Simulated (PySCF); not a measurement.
Substituent chemical shifts

Parent skeleton `[CH3:1][CH2:2][S:3](=[O:4])(=[O:5])[O-:6]`; one hydrogen on atom 1 is replaced by X. Hydrogens on one atom are averaged.

- PBE0/pcSseg-1 with gauge-including orbitals
- GFN2-xTB structure
- code: PySCF 2.14
- a single conformation, isolated molecule, non-relativistic, equivalent nuclei averaged

Chemical shifts δ = σref − σ; 13C and 1H vs TMS; CS2 for 33S; H2O for 17O, all at this level.

Parent (X = H): C1 12.5, C2 52.5, S3 319.8, O4/O5/O6 212.5, H(C1) 1.26, H(C2) 1.80 ppm. Effects are Δδ = δ(X) − δ(H), positive for deshielding.

Problem. Give Δδ (ppm) for X = CH=NMe, CH2OCH3, COOCH3.

Solution. 
| X | SMILES | C1 | C2 | S3 | O4/O5/O6 | H(C1) | H(C2) |
| --- | --- | --- | --- | --- | --- | --- | --- |
| CH=NMe | C/N=C/CCS(=O)(=O)[O-] | +25.7 | +3.4 | -4.9 | +13.3 | +1.70 | +0.33 |
| CH2OCH3 | COCCCS(=O)(=O)[O-] | +17.3 | +4.3 | -6.9 | +19.0 | +0.53 | +0.37 |
| COOCH3 | COC(=O)CCS(=O)(=O)[O-] | +25.9 | +2.4 | -2.8 | +18.0 | +0.98 | +0.68 |

Problem. Which position responds most, and to which substituents?

Solution. H(C1): from +0.53 ppm with CH2OCH3 to +1.70 ppm with CH=NMe.

Experimental scales use liquid or dissolved standards, which lie at an offset from isolated H2O (liquid H2O: subtract about 36 ppm).
